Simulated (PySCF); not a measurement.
## Molybdenum: a sound run and one with changed settings

Sound run: Mo(2+) [Kr] 4d4, Mo(3+) [Kr] 4d3. All numbers are calculated (PySCF 2.14, scalar relativity through the core potential, in aug-cc-pVDZ-PP with ECP28MDF). The sound run starts from symmetry-adapted Hartree-Fock orbitals and uses a fine grid where one is needed.

Changed run: radial step 0.3 in ln r (0.13 in the sound run). This setting is unsound on purpose.

```json
{"species": "Mo(2+)", "method": "UHF", "sound run (hartree)": "-66.55790", "changed run (hartree)": "-66.55790", "converged": "yes"}
{"species": "Mo(2+)", "method": "M06-L", "sound run (hartree)": "-67.03576", "changed run (hartree)": "-67.05956", "converged": "yes"}
{"species": "Mo(2+)", "method": "TPSS", "sound run (hartree)": "-66.99756", "changed run (hartree)": "-66.99539", "converged": "yes"}
{"species": "Mo(3+)", "method": "UHF", "sound run (hartree)": "-65.59917", "changed run (hartree)": "-65.59917", "converged": "yes"}
{"species": "Mo(3+)", "method": "M06-L", "sound run (hartree)": "-66.05108", "changed run (hartree)": "-66.06527", "converged": "yes"}
{"species": "Mo(3+)", "method": "TPSS", "sound run (hartree)": "-66.00669", "changed run (hartree)": "-66.00432", "converged": "yes"}
```

Ionisation energy of Mo(2+):

| method | sound run (eV) | changed run (eV) |
| --- | --- | --- |
| UHF | 26.088 | 26.088 |
| M06-L | 26.794 | 27.056 |
| TPSS | 26.963 | 26.968 |

A coarse radial grid mis-integrates the density and the exchange-correlation energy, with errors of either sign; Hartree-Fock needs no grid.

For comparison, NIST gives 27.13 ± 0.12 eV between the lowest levels.
